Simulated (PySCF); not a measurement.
C3H8N, SMILES [CH2]C(C)N, multiplicity 2. Coordinates come from a PBE-D3(BJ)/def2-SVP optimisation. The isomer is the one that the SMILES or the coordinates give; other isomers of the formula were not compared. The values are those of a single conformer.

Task: Give the equilibrium geometry at PBE-D3(BJ)/def2-SVP (PySCF confirms it by a frequency run) as Cartesian coordinates in Å. (An estimate is asked for; the answer gives what the named calculation found.)

Result: One answer among several that fit: 
```xyz
12

C     -0.6329     1.3029     0.1630
C     -0.0270    -0.0461     0.3784
C      1.4385    -0.1186    -0.0520
N     -0.7898    -1.0987    -0.3519
H     -0.4040     1.8617    -0.7609
H     -1.4992     1.6349     0.7574
H     -0.0932    -0.3163     1.4559
H      2.0626     0.5844     0.5340
H      1.5429     0.1546    -1.1244
H      1.8296    -1.1470     0.0770
H     -0.8048    -0.8484    -1.3533
H     -1.7769    -1.0628    -0.0583
```
Charge 0, spin multiplicity 2.
